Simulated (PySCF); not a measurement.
C$_{6}$H$_{11}$O (SMILES [CH]=C(O)C(C)(C)C), doublet, geometry from GFN2-xTB; PySCF with PBE/6-31G*.

Here is a job for PySCF.
```python
from pyscf import gto, scf, dft

mol = gto.M(
    atom='''
C     2.03660239   -0.39385090   -0.15904060
C     0.93407914    0.05402729    0.35414174
O     0.86205798    0.72367233    1.55315465
C    -0.47076416   -0.08062171   -0.27565624
C    -1.01675095    1.33215004   -0.48504091
C    -1.34522641   -0.85072383    0.71435691
C    -0.41276935   -0.82173729   -1.60858508
H     2.36315908   -0.91695682   -1.02164713
H     1.74948268    0.79270706    1.92183243
H    -1.04656027    1.86886358    0.45927667
H    -0.38737928    1.88387947   -1.18033435
H    -2.02461895    1.28363159   -0.89292164
H    -1.37807242   -0.33419060    1.66976274
H    -2.35853223   -0.93537918    0.32633190
H    -0.94953853   -1.85193311    0.87233829
H     0.21500217   -0.28969942   -2.31930695
H    -0.01607886   -1.82534155   -1.47553587
H    -1.41435117   -0.90042129   -2.02608818
''',
    basis='6-31g*',
    spin=1,
    verbose=4,
)

mf = dft.UKS(mol)
mf.xc = 'pbe'
mf.kernel()
mf.analyze()
```

It wrote (shortened):

```
PySCF version 2.14.0

[INPUT] verbose = 4
[INPUT] num. atoms = 18
[INPUT] num. electrons = 55
[INPUT] charge = 0
[INPUT] spin (= nelec alpha-beta = 2S) = 1
[INPUT] symmetry False subgroup None
[INPUT] Mole.unit = angstrom
[INPUT] Symbol           X                Y                Z      unit          X                Y                Z       unit  Magmom
[...]
nuclear repulsion = 317.15796978632
number of shells = 64
number of NR pGTOs = 233
number of NR cGTOs = 120
basis = 6-31g*
ecp = {}

******** <class 'pyscf.dft.uks.UKS'> ********
method = UKS
initial guess = minao
damping factor = 0
level_shift factor = 0
DIIS = <class 'pyscf.scf.diis.CDIIS'>
diis_start_cycle = 1
diis_space = 8
diis_damp = 0
SCF conv_tol = 1e-09
SCF conv_tol_grad = None
SCF max_cycles = 50
direct_scf = True
direct_scf_tol = 1e-13
number electrons alpha = 28  beta = 27
XC library pyscf.dft.libxc version 7.1.2
    S. Lehtola, C. Steigemann, M. J. T. Oliveira, and M. A. L. Marques,  SoftwareX 7, 1–5 (2018)
XC functionals = pbe
    J. P. Perdew, K. Burke, and M. Ernzerhof,  Phys. Rev. Lett. 77, 3865 (1996)
    J. P. Perdew, K. Burke, and M. Ernzerhof,  Phys. Rev. Lett. 78, 1396 (1997)
    J. P. Perdew, K. Burke, and M. Ernzerhof,  Phys. Rev. Lett. 77, 3865 (1996)
    J. P. Perdew, K. Burke, and M. Ernzerhof,  Phys. Rev. Lett. 78, 1396 (1997)
radial grids:
    Treutler-Ahlrichs [JCP 102, 346 (1995); DOI:10.1063/1.469408] (M4) radial grids

becke partition: Becke, JCP 88, 2547 (1988); DOI:10.1063/1.454033
pruning grids: <function nwchem_prune>
grids dens level: 3
symmetrized grids: False
atomic radii adjust function: <function treutler_atomic_radii_adjust>
small_rho_cutoff = 0
Set gradient conv threshold to 3.16228e-05
tot grids = 206680
init E= -310.409036232619

cycle= 1 E= -309.793736211082  delta_E= 0.615  |g|= 0.586  |ddm|= 2.71
cycle= 2 E= -309.489281516247  delta_E= 0.304  |g|= 1.02  |ddm|= 1.52
cycle= 3 E= -309.921044256324  delta_E= -0.432  |g|= 0.257  |ddm|=  1.1
cycle= 4 E= -309.954467192473  delta_E= -0.0334  |g|= 0.0558  |ddm|= 0.296
cycle= 5 E= -309.955321269336  delta_E= -0.000854  |g|= 0.0396  |ddm|= 0.0774
cycle= 6 E= -309.956091379273  delta_E= -0.00077  |g|= 0.00701  |ddm|= 0.0433
cycle= 7 E= -309.956116690187  delta_E= -2.53e-05  |g|= 0.00308  |ddm|= 0.0104
cycle= 8 E= -309.956122757816  delta_E= -6.07e-06  |g|= 0.000842  |ddm|= 0.00479
cycle= 9 E= -309.956123814291  delta_E= -1.06e-06  |g|= 0.000447  |ddm|= 0.00238
[...]
converged SCF energy = -309.956124004021  <S^2> = 0.75704816  2S+1 = 2.0070358
Total Energy =                        -309.956124004021490
[...]
spin_pop of  11 H 2s        0.00004
spin_pop of  12 H 1s       -0.00001
spin_pop of  12 H 2s        0.00001
spin_pop of  13 H 1s        0.00462
spin_pop of  13 H 2s        0.00004
spin_pop of  14 H 1s        0.00054
spin_pop of  14 H 2s       -0.00003
spin_pop of  15 H 1s       -0.00006
spin_pop of  15 H 2s        0.00007
spin_pop of  16 H 1s       -0.00006
spin_pop of  16 H 2s        0.00007
spin_pop of  17 H 1s       -0.00013
spin_pop of  17 H 2s       -0.00001
 ** Mulliken Spin Density (per atom)  **
spin density of  0 C =      0.97081
spin density of  1 C =     -0.07101
spin density of  2 O =      0.02829
spin density of  3 C =      0.06049
spin density of  4 C =      0.00013
spin density of  5 C =      0.00013
spin density of  6 C =      0.00037
spin density of  7 H =     -0.00888
spin density of  8 H =      0.00941
spin density of  9 H =      0.00000
spin density of  10 H =      0.00051
spin density of  11 H =      0.00467
spin density of  12 H =      0.00000
spin density of  13 H =      0.00467
spin density of  14 H =      0.00051
spin density of  15 H =      0.00001
spin density of  16 H =      0.00001
spin density of  17 H =     -0.00014
 ** Mulliken pop alpha/beta on meta-lowdin orthogonal AOs **
 ** Mulliken pop       alpha | beta **
In total            28.00000 | 27.00000
 ** Mulliken atomic charges   ( Nelec_alpha | Nelec_beta ) **
charge of  0C =     -0.26943  (     3.62012      2.64931 )
charge of  1C =      0.16663  (     2.88118      2.95219 )
charge of  2O =     -0.43398  (     4.23113      4.20284 )
charge of  3C =      0.06932  (     2.99558      2.93509 )
charge of  4C =     -0.31991  (     3.16002      3.15989 )
charge of  5C =     -0.31991  (     3.16002      3.15989 )
charge of  6C =     -0.32135  (     3.16086      3.16049 )
charge of  7H =      0.13866  (     0.42623      0.43511 )
charge of  8H =      0.32590  (     0.34175      0.33234 )
charge of  9H =      0.11511  (     0.44245      0.44245 )
charge of  10H =      0.10605  (     0.44723      0.44672 )
charge of  11H =      0.10283  (     0.45092      0.44625 )
charge of  12H =      0.11510  (     0.44245      0.44245 )
charge of  13H =      0.10282  (     0.45092      0.44625 )
charge of  14H =      0.10606  (     0.44723      0.44672 )
charge of  15H =      0.10510  (     0.44746      0.44745 )
charge of  16H =      0.10509  (     0.44746      0.44745 )
charge of  17H =      0.10591  (     0.44697      0.44712 )
Dipole moment(X, Y, Z, Debye):  0.15822, -0.11159, -0.15977
```
